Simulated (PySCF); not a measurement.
## Trend along the chalcogens: MMn molecules

PBE with triple-zeta basis sets in PySCF, for the lowest determinant that a PBE0 search found; no spin–orbit coupling. De refers to high-spin ground-configuration atoms. A positive dipole means M(−)Mn(+).

| M | basis | state (unpaired electrons) | Re (Å) | ωe (cm⁻¹) | De (eV) | μ (D) |
| --- | --- | --- | --- | --- | --- | --- |
| O | x2c-TZVPPall | sextet (σ ↑, π ↑↑, δ ↑↑) | 1.618 | 922 | 5.42 | 4.11 |
| S | def2-TZVPP | sextet (σ ↑, π ↑↑, δ ↑↑) | 2.040 | 513 | 4.19 | 4.95 |
| Se | x2c-TZVPPall | sextet (σ ↑, π ↑↑, δ ↑↑) | 2.171 | 375 | 3.56 | 4.73 |

The shortest bond is that of MnO (1.618 Å), the longest that of MnSe (2.171 Å). MnO is bound most strongly (5.42 eV) and MnSe least (3.56 eV).

The rows differ in basis set, which adds steps of its own.

Down a group the atoms grow and get heavier, so bonds lengthen and wavenumbers fall; this series shows no clear exception.

The metal atom is held in its measured ground configuration; semilocal functionals can put another filling of s and d lower by some tenths of an eV, and De to that atom would be smaller. Spin–orbit coupling is left out. The state is the lowest single determinant that the PBE0 search found; with open d or f shells the true ground state can be another one.
